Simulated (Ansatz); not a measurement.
Reaction (redistribution): `NC[SiH2][SiH2]Cl` + `B/C=C/O` → `O/C=C/[SiH2]Cl` + `B[SiH2]CN`

Calculated with Ansatz (gas phase, PBE0-D4/def2-TZVP geometries, no zero-point term in ΔE). CCSD(T)/CBS adds triple-zeta CCSD(T) − MP2 to the extrapolated MP2 energy (def2 sets, frozen cores). This one scheme is used for every species. Double bonds are as drawn, so ΔE can hold a change between cis and trans. Functionals use def2-TZVPP. Each species was taken in one conformer, which may not be the lowest.

CCSD(T)/CBS gives +15.4 kcal/mol.

**Question.** Another level gave +15.0 kcal/mol. Which?
A. PBE/def2-TZVPP
B. B2PLYP/def2-TZVPP
C. SCS-MP2/def2-TZVPP
D. r2SCAN/def2-TZVPP

**Answer.** C. SCS-MP2/def2-TZVPP 15.0, r2SCAN 17.6, PBE 18.7, B2PLYP 16.6 kcal/mol.

Largest T1 diagnostic among the species: 0.013.

In def2-TZVPP, CCSD(T) changes the Hartree–Fock value by +1.0 kcal/mol (the triples alone add +0.6 kcal/mol) and MP2 by +1.4 kcal/mol. From PBE to PBE0 (25 % exact exchange), in def2-TZVPP and without D4, ΔE moves by −0.9 kcal/mol.
